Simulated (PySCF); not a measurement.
Isomers of C6H9NOSi.

All values: PBE0/pcSseg-1 (PySCF) at GFN2-xTB geometries, gas phase, one conformer each.

(1) Rank by HOMO energy, lowest first.
A. `[CH:1]#[C:2][Si@@H:3]([C:4]#[N:5])[CH2:6][CH2:7][O:8][CH3:9]` with C2–Si3–C6–C7 -157°, Si3–C6–C7–O8 -33°, C6–C7–O8–C9 166°
B. `[N:1]#[C:2][C@@H:3]1[CH2:4][C@H:5]([CH:6]=[O:7])[CH2:8][SiH2:9]1` with C4–C5–C6–O7 -89°, C2–C3–C4–C5 -94°, C3–C4–C5–C6 65°, C4–C5–C8–Si9 46°, C5–C8–Si9–C3 -25°
C. `[N:1]#[C:2]/[CH:3]=[C:4]1\[CH2:5][SiH2:6][CH2:7][CH2:8][O:9]1` with C3–C4–C5–Si6 -122°, C4–C5–Si6–C7 -42°, C5–Si6–C7–C8 -8°, Si6–C7–C8–O9 59°
D. `[N:1]#[C:2]/[CH:3]=[CH:4]/[C:5](=[O:6])[CH2:7][CH2:8][SiH3:9]` with C3–C4–C5–O6 4°, C4–C5–C7–C8 178°, C5–C7–C8–Si9 -68°
E. `[CH3:1][O:2][SiH2:3][c:4]1[cH:5][cH:6][cH:7][n:8][cH:9]1` with C1–O2–Si3–C4 180°, O2–Si3–C4–C5 -4°
F. `[N:1]#[C:2][C@@H:3]1[SiH2:4][CH2:5][C@@:6]12[CH2:7][C@H:8]2[OH:9]` with C7–C8–O9–H 133°

(2) Rank by the highest IAO charge on any atom, highest value first.
A. `[N:1]#[C:2][Si@@H:3]1[CH2:4][CH2:5][C@:6]12[CH2:7][C@H:8]2[OH:9]` with C7–C8–O9–H 31°
B. `[CH3:1][C:2](=[O:3])/[C:4](=[CH:5]/[C:6]#[N:7])[CH2:8][SiH3:9]` with C1–C2–C4–C5 33°, C2–C4–C8–Si9 -52°
C. `[N:1]#[C:2]/[CH:3]=[C:4]1\[CH2:5][SiH2:6][CH2:7][CH2:8][O:9]1` with C3–C4–C5–Si6 -122°, C4–C5–Si6–C7 -42°, C5–Si6–C7–C8 -8°, Si6–C7–C8–O9 59°
D. `N#C[C@@H]1[C@@H]2C[SiH2][C@H]1CO2`
E. `[CH3:1][O:2][SiH2:3][c:4]1[cH:5][cH:6][cH:7][n:8][cH:9]1` with C1–O2–Si3–C4 180°, O2–Si3–C4–C5 -4°
F. `[CH2:1]=[C:2]([C:3]#[N:4])[CH2:5][SiH2:6][C:7]([CH3:8])=[O:9]` with C1–C2–C5–Si6 -103°, C2–C5–Si6–C7 62°, C5–Si6–C7–C8 -158°

(3) Rank by the lowest IAO charge on any atom, highest value first.
A. `[CH:1]#[C:2][CH2:3][C:4](=[O:5])[C:6](=[CH2:7])[SiH2:8][NH2:9]` with C2–C3–C4–O5 130°, C3–C4–C6–C7 -33°, C4–C6–Si8–N9 -171°, C6–Si8–N9–H 52° and -172°
B. `N#C[C@@H]1[C@@H]2C[SiH2][C@H]1CO2`
C. `[N:1]#[C:2][Si@@H:3]1[CH2:4][CH2:5][C@:6]12[CH2:7][C@H:8]2[OH:9]` with C7–C8–O9–H 31°
D. `[CH2:1]=[C:2]1[CH2:3][C@:4]1([CH2:5][C:6]#[N:7])[O:8][SiH3:9]` with C3–C4–C5–C6 136°, C3–C4–O8–Si9 -131°

## Answers

(1) D (-8.11 eV), A (-7.99 eV), B (-7.81 eV), F (-7.66 eV), E (-7.25 eV), C (-6.76 eV).

(2) E (+1.014 e), A (+0.877 e), C (+0.768 e), D (+0.724 e), F (+0.682 e), B (+0.636 e).

(3) C (-0.530 e), B (-0.562 e), D (-0.626 e), A (-0.848 e).

All values together:

| SMILES | μ (D) | HOMO (eV) | LUMO (eV) | lowest IAO charge (e) | highest IAO charge (e) | lowest Hirshfeld charge (e) | highest Hirshfeld charge (e) |
| --- | --- | --- | --- | --- | --- | --- | --- |
| N#C[C@@H]1[SiH2]C[C@@]12C[C@H]2O | 4.58 | -7.66 | -0.44 | -0.542 (C) | +0.783 (Si) | -0.242 (N) | +0.384 (Si) |
| C#C[Si@@H](C#N)CCOC | 3.54 | -7.99 | -0.43 | -0.542 (C) | +0.931 (Si) | -0.205 (N) | +0.409 (Si) |
| C=C(C#N)C[SiH2]C(C)=O | 3.05 | -7.09 | -1.49 | -0.526 (C) | +0.682 (Si) | -0.222 (N) | +0.335 (Si) |
| CO[SiH2]c1cccnc1 | 2.93 | -7.25 | -0.80 | -0.639 (O) | +1.014 (Si) | -0.217 (O) | +0.395 (Si) |
| N#C[C@@H]1C[C@H](C=O)C[SiH2]1 | 5.62 | -7.81 | -1.26 | -0.540 (C) | +0.772 (Si) | -0.246 (N) | +0.344 (Si) |
| N#C[Si@@H]1CC[C@]12C[C@H]2O | 3.14 | -7.16 | -0.99 | -0.530 (C) | +0.877 (Si) | -0.213 (O) | +0.412 (Si) |
| N#C[C@@H]1[C@@H]2C[SiH2][C@H]1CO2 | 2.78 | -7.62 | 0.23 | -0.562 (C) | +0.724 (Si) | -0.218 (N) | +0.339 (Si) |
| CC(=O)/C(=C/C#N)C[SiH3] | 4.03 | -7.91 | -2.77 | -0.539 (C) | +0.636 (Si) | -0.208 (N) | +0.296 (Si) |
| C#CCC(=O)C(=C)[SiH2]N | 3.18 | -7.29 | -1.76 | -0.848 (N) | +0.903 (Si) | -0.318 (N) | +0.354 (Si) |
| C=C1C[C@]1(CC#N)O[SiH3] | 3.13 | -7.97 | -0.54 | -0.626 (O) | +0.870 (Si) | -0.223 (N) | +0.378 (Si) |
| N#C/C=C1\C[SiH2]CCO1 | 6.36 | -6.76 | -0.76 | -0.570 (C) | +0.768 (Si) | -0.249 (N) | +0.362 (Si) |
| N#C/C=C/C(=O)CC[SiH3] | 3.40 | -8.11 | -2.99 | -0.533 (C) | +0.600 (Si) | -0.199 (N) | +0.307 (Si) |

Conformers: `[N:1]#[C:2][C@@H:3]1[SiH2:4][CH2:5][C@@:6]12[CH2:7][C@H:8]2[OH:9]` with C7–C8–O9–H 133°; `[CH:1]#[C:2][Si@@H:3]([C:4]#[N:5])[CH2:6][CH2:7][O:8][CH3:9]` with C2–Si3–C6–C7 -157°, Si3–C6–C7–O8 -33°, C6–C7–O8–C9 166°; `[CH2:1]=[C:2]([C:3]#[N:4])[CH2:5][SiH2:6][C:7]([CH3:8])=[O:9]` with C1–C2–C5–Si6 -103°, C2–C5–Si6–C7 62°, C5–Si6–C7–C8 -158°; `[CH3:1][O:2][SiH2:3][c:4]1[cH:5][cH:6][cH:7][n:8][cH:9]1` with C1–O2–Si3–C4 180°, O2–Si3–C4–C5 -4°; `[N:1]#[C:2][C@@H:3]1[CH2:4][C@H:5]([CH:6]=[O:7])[CH2:8][SiH2:9]1` with C4–C5–C6–O7 -89°, C2–C3–C4–C5 -94°, C3–C4–C5–C6 65°, C4–C5–C8–Si9 46°, C5–C8–Si9–C3 -25°; `[N:1]#[C:2][Si@@H:3]1[CH2:4][CH2:5][C@:6]12[CH2:7][C@H:8]2[OH:9]` with C7–C8–O9–H 31°; `[CH3:1][C:2](=[O:3])/[C:4](=[CH:5]/[C:6]#[N:7])[CH2:8][SiH3:9]` with C1–C2–C4–C5 33°, C2–C4–C8–Si9 -52°; `[CH:1]#[C:2][CH2:3][C:4](=[O:5])[C:6](=[CH2:7])[SiH2:8][NH2:9]` with C2–C3–C4–O5 130°, C3–C4–C6–C7 -33°, C4–C6–Si8–N9 -171°, C6–Si8–N9–H 52° and -172°; `[CH2:1]=[C:2]1[CH2:3][C@:4]1([CH2:5][C:6]#[N:7])[O:8][SiH3:9]` with C3–C4–C5–C6 136°, C3–C4–O8–Si9 -131°; `[N:1]#[C:2]/[CH:3]=[C:4]1\[CH2:5][SiH2:6][CH2:7][CH2:8][O:9]1` with C3–C4–C5–Si6 -122°, C4–C5–Si6–C7 -42°, C5–Si6–C7–C8 -8°, Si6–C7–C8–O9 59°; `[N:1]#[C:2]/[CH:3]=[CH:4]/[C:5](=[O:6])[CH2:7][CH2:8][SiH3:9]` with C3–C4–C5–O6 4°, C4–C5–C7–C8 178°, C5–C7–C8–Si9 -68°.
